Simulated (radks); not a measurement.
Question: Ga IV, configuration [Ar] 3d9 4f1 (not the ground configuration). All-electron calculation, Dirac Kohn-Sham, PBE, spin-unpolarised, spherical densities, point nucleus; open shells are shared between the two j in proportion to 2j + 1. Program: a radial shooting solver on a logarithmic mesh with Libxc functionals.

Spin-orbit splittings of the eigenvalues, e(l+1/2) - e(l-1/2), with zeta = 2 splitting/(2l+1) and mean radii in bohr:

| shell | occ. | splitting (eV) | zeta (eV) | <r> j=l-1/2 | <r> j=l+1/2 |
|---|---|---|---|---|---|
| 2p | 6 | 27.66 | 18.44 | 0.1883 | 0.1918 |
| 3p | 6 | 3.706 | 2.471 | 0.6635 | 0.6735 |
| 3d | 9 | 0.5085 | 0.2034 | 0.7420 | 0.7463 |
| 4f | 1 | ? | ? | 4.365 | 4.366 |

Estimate the 4f splitting.

Answer: 0.0003745 eV (zeta = 0.0001070 eV).
